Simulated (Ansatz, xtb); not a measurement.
# Two isomers of BFH3N2

We compare X, `[NH]NBF`, a doublet, with Y, `[NH]B(N)F`, a doublet. Both are isolated molecules in the gas phase, relaxed with r2SCAN-D4/def2-SVP; the shapes shown needn't be the lowest conformers.

X (Å):

```yaml
atoms:
  - { symbol: B, position_ang: [0.5763, 0.3471, -0.3873] }
  - { symbol: F, position_ang: [0.7982, 1.0349, -1.5094] }
  - { symbol: N, position_ang: [-0.2456, -1.7591, 0.5047] }
  - { symbol: N, position_ang: [0.0273, -0.9582, -0.5409] }
  - { symbol: H, position_ang: [-0.6276, -2.6278, 0.1061] }
  - { symbol: H, position_ang: [-0.1624, -1.2875, -1.4931] }
  - { symbol: H, position_ang: [0.8274, 0.8079, 0.6922] }
```

Y (Å):

```json
{"atom": "B", "x (Å)": "-0.1203", "y (Å)": "-0.5191", "z (Å)": "-0.6833"}
{"atom": "F", "x (Å)": "-0.5495", "y (Å)": "0.4671", "z (Å)": "-1.5007"}
{"atom": "N", "x (Å)": "-0.7215", "y (Å)": "-1.8368", "z (Å)": "-0.7436"}
{"atom": "N", "x (Å)": "0.8745", "y (Å)": "-0.2303", "z (Å)": "0.2641"}
{"atom": "H", "x (Å)": "-0.8408", "y (Å)": "-2.1596", "z (Å)": "-1.7122"}
{"atom": "H", "x (Å)": "1.3769", "y (Å)": "0.6485", "z (Å)": "0.2811"}
{"atom": "H", "x (Å)": "1.1876", "y (Å)": "-0.9152", "z (Å)": "0.9395"}
```

Problem. Estimate which is lower in electronic energy at CCSD(T)/def2-SVP + ΔMP2/def2-TZVPP, and by roughly how much.

Solution. The CCSD(T)/def2-SVP + ΔMP2/def2-TZVPP calculation puts structure Y lower, by 1.430 eV.

Level by level:

```json
{"level": "GFN2-xTB", "geometry": "GFN2-xTB", "E(Y) − E(X) (eV)": "−0.172", "departure from the last row (eV)": "+1.258", "job, with rough time for the two": "optimisation, 0.15 s"}
{"level": "HF/STO-3G", "geometry": "GFN2-xTB", "E(Y) − E(X) (eV)": "−0.674", "departure from the last row (eV)": "+0.756", "job, with rough time for the two": "single point, 0.28 s"}
{"level": "r2SCAN-D4/def2-SVP//GFN2-xTB", "geometry": "GFN2-xTB", "E(Y) − E(X) (eV)": "−1.107", "departure from the last row (eV)": "+0.323", "job, with rough time for the two": "single point, 3.2 s"}
{"level": "r2SCAN-D4/def2-SVP", "geometry": "r2SCAN-D4/def2-SVP", "E(Y) − E(X) (eV)": "−1.371", "departure from the last row (eV)": "+0.059", "job, with rough time for the two": "optimisation, 78 s"}
{"level": "HF/def2-SVP", "geometry": "r2SCAN-D4/def2-SVP", "E(Y) − E(X) (eV)": "−1.644", "departure from the last row (eV)": "−0.214", "job, with rough time for the two": "part of the CCSD(T) run"}
{"level": "MP2/def2-SVP", "geometry": "r2SCAN-D4/def2-SVP", "E(Y) − E(X) (eV)": "−1.456", "departure from the last row (eV)": "−0.026", "job, with rough time for the two": "part of the CCSD(T) run"}
{"level": "CCSD(T)/def2-SVP", "geometry": "r2SCAN-D4/def2-SVP", "E(Y) − E(X) (eV)": "−1.370", "departure from the last row (eV)": "+0.060", "job, with rough time for the two": "single point"}
{"level": "CCSD(T)/def2-SVP + ΔMP2/def2-TZVPP", "geometry": "r2SCAN-D4/def2-SVP", "E(Y) − E(X) (eV)": "−1.430", "departure from the last row (eV)": "", "job, with rough time for the two": "single point, 22 s"}
```

As drawn, Y has 1 B–N, 1 N–H in place of 1 N–N, 1 B–H.

None of the levels shown reverses the order. The largest departure from CCSD(T)/def2-SVP + ΔMP2/def2-TZVPP is that of GFN2-xTB, 1.258 eV. The last row adds to CCSD(T) the change of the MP2 difference between the two basis sets, here −0.060 eV.

With harmonic frequencies from r2SCAN-D4/def2-SVP (ideal gas, rigid rotor, one conformer each, 298.15 K, 1 atm): on the last row, ΔE + ΔZPE = −1.438, ΔH = −1.427, ΔG = −1.451 eV.

Open shells are spin-unrestricted. The correlated steps freeze 4 core orbitals. Mirror images aren't counted in ΔG. Codes used: Ansatz 0.2.0, xtb 6.7.1; the last row on 1 thread of Intel(R) Xeon(R) 6975P-C (Granite Rapids) on a shared host.
